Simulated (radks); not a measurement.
Species: Ba0.5+. Configuration: [He] 2s1.5 2p6 3s2 3p6 3d10 4s2 4p6 4d10 5s2 5p6 6s2 (fractional occupations, a model configuration). All-electron calculation, Dirac Kohn-Sham, PBEsol, spin-unpolarised, spherical densities, finite nucleus; Fermi nuclear charge, rms radius 4.8378 fm. Program: a radial shooting solver on a logarithmic mesh with Libxc functionals.

Normalised radial functions P(r) = r R(r) (large component), r in bohr:

r,4d3/2,5p1/2
0.00356,0.0002,0.0088
0.004825,0.0005,0.0136
0.00654,0.0010,0.0212
0.008863,0.0022,0.0330
0.01211,0.0050,0.0515
0.01641,0.0109,0.0777
0.02224,0.0235,0.1129
0.03014,0.0492,0.1542
0.04085,0.0987,0.1915
0.05581,0.1894,0.2023
0.07563,0.3287,0.1539
0.1025,0.5089,0.0243
0.1389,0.6698,-0.1603
0.1883,0.6844,-0.2917
0.2572,0.3945,-0.2151
0.3486,-0.2064,0.0964
0.4724,-0.8849,0.4096
0.6403,-1.2482,0.3703
0.8677,-1.1015,-0.1001
1.176,-0.6556,-0.6508
1.607,-0.2526,-0.8688
2.177,-0.0613,-0.6685
2.951,-0.0081,-0.3285
3.999,-0.0005,-0.1025
5.42,0.0000,-0.0184
7.405,0.0000,-0.0015
10.04,0.0000,0.0000
13.6,0.0000,0.0000

4d3/2: eigenvalue -102.53 eV, 1 radial node at r = 0.318 bohr, <r> = 0.778 bohr, 90 % of the charge inside 1.17 bohr. 5p1/2: eigenvalue -25.765 eV, 3 radial nodes at r = 0.107, 0.322, 0.824 bohr, <r> = 1.80 bohr, 90 % of the charge inside 2.62 bohr.
